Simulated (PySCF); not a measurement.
CH3N2S, SMILES [NH]C(N)=S, multiplicity 2.

Geometry optimised at PBE0-D3(BJ)/def2-SVP. The isomer is the one that the SMILES or the coordinates give; other isomers of the formula were not compared. Other conformers were not sampled.

Two levels are set side by side: PBE/def2-TZVPD (PySCF) and B3LYP/def2-TZVPD (PySCF). Same geometry, gas phase. Differences are taken from unrounded values.

```tsv
quantity	B3LYP
α-spin orbital gap (eV)	6.60
β-spin orbital gap (eV)	2.33
dipole moment (D)	2.06
mean polarisability (bohr³)	60.2
```

Task: What does PBE give, and how far is it from B3LYP? (The exact figures need the calculation; the answer reports its results.)

Result: 
```csv
quantity,PBE,PBE minus B3LYP
α-spin orbital gap (eV),4.87,-1.72
β-spin orbital gap (eV),0.68,-1.65
dipole moment (D),2.13,0.08
mean polarisability (bohr³),60.0,-0.2
```

Rough cost on one machine, each run with all the roots and properties that it gave: B3LYP against PBE within a factor of 2.
